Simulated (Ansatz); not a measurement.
Zr(Me)2(H)2 (C₂H₈Zr), SMILES [CH3][ZrH2][CH3], multiplicity 1.

The structure is a stationary point at B3LYP-D3(BJ)/def2-SVP. The multiplicity is an assumed one; no other spin state was optimised. The structure was generated by enumeration; whether it is a known compound was not checked. The def2 effective core potentials stand for the cores of Zr; spin–orbit coupling is left out.

Two levels are set side by side: PBE/def2-SVPD (Ansatz, a program for electronic structure) and PBE0/def2-SVPD (Ansatz). Energy differences of separate SCF runs at the same geometry; the states with an electron removed or added have multiplicity 2 and 2. Differences are taken from unrounded values.

| quantity | PBE |
|---|---|
| vertical ionisation energy (eV) | 9.36 |
| vertical singlet–triplet gap (eV) | 3.67 |

Question: These are the PBE values. What does PBE0 give? (Estimate from the structure and the level; the computed values follow.)

Answer: 
```
quantity                           PBE0  PBE minus PBE0
---------------------------------  ----  --------------
vertical ionisation energy (eV)    9.72           -0.36
vertical singlet–triplet gap (eV)  3.96           -0.29
```
